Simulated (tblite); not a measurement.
A geometry optimisation, step by step.

Compound: C4H7BCl2S.
SMILES with atom numbers: `[CH3:1][S:2]/[CH:3]=[CH:4]/[CH2:5][B:6]([Cl:7])[Cl:8]` (hydrogens: H9, H10, H11 on C1; H12 on C3; H13 on C4; H14, H15 on C5)

Computed with GFN2-xTB (tblite), gas phase: L-BFGS steps from a force-field or distance-geometry start until the largest atomic force falls under 0.01 eV/Å. 8 of its 90 geometries are shown.

Step 0: E = -699.4774 eV, largest atomic force 2.577 eV/Å
```
atom  x, y, z in Å  |  force x, y, z in eV/Å
C1     -2.692    0.805    0.155   -0.369   1.155  -0.263
S2     -2.095   -0.529    1.183    0.704  -1.147   1.233
C3     -0.347   -0.886    0.911   -1.161   1.108  -1.465
C4      0.200   -0.577   -0.265    0.187  -1.160   1.188
C5      1.659   -0.905   -0.424    0.073   1.549  -1.661
B6      2.349    0.513   -0.740    1.516   1.129   1.751
Cl7     1.482    2.043   -0.123    1.025  -1.462  -0.990
Cl8     4.209    0.635   -0.920   -2.079  -0.004  -0.085
H9     -3.584    0.439   -0.386    0.668   0.145   0.026
H10    -1.917    1.224   -0.510   -0.524  -0.327   0.334
H11    -3.050    1.602    0.853    0.394  -0.501  -0.533
H12     0.253   -1.338    1.673   -0.530  -0.071   0.408
H13    -0.344   -0.125   -1.075    0.138  -0.080  -0.039
H14     2.084   -1.381    0.463   -0.108  -0.011  -0.371
H15     1.787   -1.512   -1.333    0.067  -0.324   0.466
```

Step 13: E = -700.3881 eV, largest atomic force 0.113 eV/Å
```
atom  x, y, z in Å  |  force x, y, z in eV/Å
C1     -2.687    0.789    0.195   -0.021   0.037  -0.009
S2     -2.112   -0.532    1.307    0.078  -0.060  -0.012
C3     -0.446   -0.847    0.861   -0.023  -0.012   0.014
C4      0.184   -0.621   -0.283   -0.033   0.043   0.077
C5      1.665   -0.827   -0.462   -0.093   0.030  -0.024
B6      2.445    0.563   -0.578   -0.024  -0.049   0.097
Cl7     1.620    2.028   -0.233    0.004   0.070  -0.028
Cl8     4.112    0.646   -0.970    0.023  -0.061  -0.038
H9     -3.513    0.409   -0.402    0.072   0.046  -0.013
H10    -1.873    1.129   -0.435   -0.039  -0.033   0.071
H11    -3.027    1.599    0.838   -0.019  -0.016  -0.110
H12     0.049   -1.308    1.701    0.095  -0.042   0.003
H13    -0.325   -0.173   -1.124    0.006  -0.030  -0.009
H14     2.056   -1.395    0.388   -0.009   0.027  -0.009
H15     1.847   -1.453   -1.342   -0.015   0.048  -0.009
```

Step 25: E = -700.4056 eV, largest atomic force 0.074 eV/Å
```
atom  x, y, z in Å  |  force x, y, z in eV/Å
C1     -2.666    0.768    0.190    0.014  -0.026   0.016
S2     -2.116   -0.544    1.328   -0.052  -0.015   0.035
C3     -0.455   -0.854    0.883    0.020  -0.027   0.046
C4      0.157   -0.606   -0.264   -0.006   0.051   0.013
C5      1.633   -0.793   -0.452    0.009  -0.002  -0.033
B6      2.439    0.578   -0.553    0.022   0.016  -0.055
Cl7     1.677    2.088   -0.263    0.016  -0.027   0.006
Cl8     4.104    0.564   -0.984    0.009   0.021   0.024
H9     -3.446    0.381   -0.457    0.003  -0.005  -0.019
H10    -1.822    1.118   -0.390    0.025   0.036   0.016
H11    -3.051    1.574    0.806   -0.060   0.010  -0.022
H12     0.072   -1.316    1.703   -0.007  -0.015   0.072
H13    -0.373   -0.178   -1.102    0.035   0.019  -0.042
H14     2.034   -1.390    0.374   -0.031   0.011  -0.025
H15     1.810   -1.380   -1.358    0.003  -0.046  -0.032
```

Step 38: E = -700.4303 eV, largest atomic force 0.235 eV/Å
```
atom  x, y, z in Å  |  force x, y, z in eV/Å
C1     -2.651    0.735    0.183    0.030   0.013   0.053
S2     -2.122   -0.526    1.381   -0.110  -0.013   0.130
C3     -0.459   -0.835    0.943    0.054   0.036  -0.017
C4      0.131   -0.538   -0.204    0.132  -0.123  -0.151
C5      1.589   -0.770   -0.489    0.143   0.045  -0.019
B6      2.464    0.564   -0.608   -0.057  -0.082   0.030
Cl7     1.779    2.105   -0.315   -0.080   0.074  -0.009
Cl8     4.145    0.487   -0.962   -0.011  -0.058  -0.033
H9     -3.219    0.280   -0.623    0.058  -0.011  -0.011
H10    -1.755    1.220   -0.183   -0.068   0.141  -0.055
H11    -3.269    1.449    0.720   -0.015  -0.063  -0.007
H12     0.073   -1.309    1.750   -0.001  -0.035   0.062
H13    -0.427   -0.107   -1.021    0.042   0.054  -0.029
H14     2.042   -1.385    0.297   -0.136  -0.036   0.014
H15     1.674   -1.362   -1.408    0.020   0.060   0.041
```

Step 51: E = -700.4845 eV, largest atomic force 0.091 eV/Å
```
atom  x, y, z in Å  |  force x, y, z in eV/Å
C1     -2.650    0.745    0.194    0.043  -0.067   0.045
S2     -2.070   -0.423    1.456    0.007  -0.028   0.078
C3     -0.434   -0.800    0.963   -0.024   0.037   0.004
C4      0.144   -0.511   -0.193   -0.034  -0.036  -0.012
C5      1.586   -0.797   -0.496   -0.011   0.008   0.004
B6      2.469    0.522   -0.607    0.037   0.013  -0.045
Cl7     1.774    2.075   -0.399    0.015   0.022   0.015
Cl8     4.142    0.411   -0.977    0.057   0.014   0.010
H9     -2.905    0.210   -0.717    0.009   0.054   0.009
H10    -1.875    1.485    0.019   -0.026   0.020  -0.021
H11    -3.531    1.215    0.620   -0.007  -0.002  -0.072
H12     0.085   -1.315    1.758   -0.005  -0.014  -0.055
H13    -0.389    0.002   -0.978   -0.047   0.002   0.010
H14     1.996   -1.468    0.264    0.010   0.001   0.004
H15     1.654   -1.343   -1.444   -0.024  -0.024   0.026
```

Step 64: E = -700.4935 eV, largest atomic force 0.020 eV/Å
```
atom  x, y, z in Å  |  force x, y, z in eV/Å
C1     -2.639    0.734    0.204   -0.008   0.005  -0.005
S2     -2.057   -0.394    1.500    0.001  -0.002   0.001
C3     -0.435   -0.786    0.977    0.004   0.008   0.002
C4      0.131   -0.485   -0.183   -0.001   0.002  -0.004
C5      1.565   -0.789   -0.509   -0.002   0.004   0.001
B6      2.479    0.512   -0.631   -0.006  -0.004   0.002
Cl7     1.820    2.083   -0.427    0.008  -0.008  -0.005
Cl8     4.158    0.367   -0.966    0.008  -0.007  -0.004
H9     -2.752    0.196   -0.733   -0.014   0.000   0.002
H10    -1.935    1.555    0.100   -0.006  -0.009   0.005
H11    -3.602    1.107    0.537    0.003  -0.008  -0.002
H12     0.091   -1.326    1.748    0.001  -0.005   0.002
H13    -0.410    0.045   -0.950    0.003   0.020   0.001
H14     1.979   -1.463    0.247   -0.002   0.003   0.000
H15     1.602   -1.345   -1.452    0.011   0.003   0.005
```

Step 76: E = -700.4951 eV, largest atomic force 0.039 eV/Å
```
atom  x, y, z in Å  |  force x, y, z in eV/Å
C1     -2.660    0.717    0.207   -0.003  -0.005  -0.014
S2     -2.058   -0.400    1.504   -0.007   0.017  -0.021
C3     -0.436   -0.773    0.972    0.015  -0.001   0.021
C4      0.138   -0.448   -0.177   -0.022  -0.024  -0.009
C5      1.565   -0.779   -0.506   -0.003   0.006   0.013
B6      2.500    0.503   -0.640    0.036  -0.013  -0.005
Cl7     1.866    2.086   -0.454    0.027   0.004  -0.008
Cl8     4.178    0.318   -0.973   -0.010   0.020   0.000
H9     -2.752    0.180   -0.733   -0.013   0.000   0.030
H10    -1.973    1.553    0.113   -0.013   0.015  -0.002
H11    -3.634    1.067    0.534    0.014  -0.009  -0.004
H12     0.088   -1.332    1.732   -0.004  -0.028   0.000
H13    -0.389    0.117   -0.930    0.001  -0.009  -0.009
H14     1.967   -1.455    0.255    0.001   0.008   0.000
H15     1.595   -1.346   -1.444   -0.019   0.019   0.009
```

Step 89: E = -700.4971 eV, largest atomic force 0.008 eV/Å
```
atom  x, y, z in Å  |  force x, y, z in eV/Å
C1     -2.689    0.700    0.210    0.001  -0.001   0.000
S2     -2.059   -0.395    1.511    0.000  -0.002  -0.001
C3     -0.439   -0.768    0.971   -0.001  -0.003   0.000
C4      0.147   -0.408   -0.162   -0.002  -0.003   0.001
C5      1.568   -0.759   -0.497   -0.001  -0.001   0.002
B6      2.537    0.496   -0.652    0.000  -0.002  -0.002
Cl7     1.955    2.102   -0.498    0.002   0.004  -0.002
Cl8     4.208    0.257   -0.984   -0.004   0.003   0.001
H9     -2.759    0.157   -0.728   -0.001  -0.002  -0.002
H10    -2.037    1.563    0.116    0.000   0.001   0.000
H11    -3.678    1.012    0.532   -0.001   0.003  -0.002
H12     0.071   -1.367    1.710    0.003   0.002   0.005
H13    -0.369    0.187   -0.899    0.003   0.005   0.003
H14     1.962   -1.439    0.263    0.003  -0.006  -0.004
H15     1.578   -1.329   -1.434    0.000   0.001   0.000
```

**Question.** Summarise the path.

**Answer.** The energy falls by 1.0197 eV from step 0 to step 89; nine tenths of that is first reached at step 17. It rises by more than 0.2 meV at step 42. The largest force goes from 2.577 to 0.008 eV/Å. Among the bonds B6–Cl8 changes most, from 1.873 to 1.721 Å; the atoms move by 0.473 Å rms after alignment.

**Question.** Follow the three bonds and two angles with the largest change from start to end.

**Answer.** 
| step | E above end (eV) | largest force (eV/Å) | B6–Cl8 (Å) | B6–Cl7 (Å) | S2–C3 (Å) | S2–C3–H12 (°) | C4–C5–B6 (°) |
| --- | --- | --- | --- | --- | --- | --- | --- |
| 0 | 1.0197 | 2.577 | 1.873 | 1.863 | 1.804 | 121.3 | 104.2 |
| 4 | 0.2189 | 0.439 | 1.701 | 1.716 | 1.764 | 115.3 | 110.2 |
| 8 | 0.1403 | 0.392 | 1.720 | 1.723 | 1.747 | 110.0 | 110.9 |
| 12 | 0.1119 | 0.144 | 1.714 | 1.718 | 1.752 | 108.3 | 111.4 |
| 15 | 0.1048 | 0.120 | 1.718 | 1.717 | 1.751 | 108.7 | 112.1 |
| 19 | 0.0989 | 0.089 | 1.718 | 1.717 | 1.753 | 109.7 | 112.4 |
| 23 | 0.0939 | 0.134 | 1.718 | 1.717 | 1.755 | 110.1 | 113.1 |
| 27 | 0.0892 | 0.119 | 1.720 | 1.715 | 1.745 | 110.5 | 113.7 |
| 31 | 0.0849 | 0.133 | 1.718 | 1.716 | 1.755 | 110.0 | 114.1 |
| 35 | 0.0772 | 0.117 | 1.721 | 1.717 | 1.750 | 110.0 | 114.7 |
| 39 | 0.0626 | 0.211 | 1.719 | 1.711 | 1.751 | 111.2 | 114.4 |
| 43 | 0.0461 | 0.543 | 1.720 | 1.723 | 1.765 | 110.1 | 114.0 |
| 46 | 0.0293 | 0.518 | 1.720 | 1.719 | 1.748 | 110.2 | 113.3 |
| 50 | 0.0146 | 0.115 | 1.718 | 1.715 | 1.747 | 110.1 | 112.9 |
| 54 | 0.0071 | 0.084 | 1.716 | 1.716 | 1.752 | 110.5 | 113.4 |
| 58 | 0.0049 | 0.049 | 1.720 | 1.715 | 1.747 | 110.5 | 113.4 |
| 62 | 0.0038 | 0.026 | 1.719 | 1.716 | 1.749 | 110.6 | 113.6 |
| 66 | 0.0036 | 0.017 | 1.719 | 1.715 | 1.748 | 110.5 | 113.4 |
| 70 | 0.0031 | 0.030 | 1.719 | 1.715 | 1.748 | 110.5 | 113.6 |
| 74 | 0.0024 | 0.044 | 1.718 | 1.717 | 1.748 | 110.5 | 113.6 |
| 77 | 0.0017 | 0.063 | 1.722 | 1.714 | 1.747 | 110.2 | 113.5 |
| 81 | 0.0007 | 0.024 | 1.719 | 1.716 | 1.747 | 110.3 | 114.2 |
| 85 | 0.0003 | 0.025 | 1.721 | 1.714 | 1.747 | 110.3 | 114.3 |
| 89 | 0.0000 | 0.008 | 1.721 | 1.715 | 1.748 | 110.1 | 114.4 |

What follows is the cost of the whole relaxation. Hardware: one thread of an Arm Neoverse N1, no GPU, shared host with 64 logical CPUs at a one-minute load of 60. Cost: 1.3 s wall.
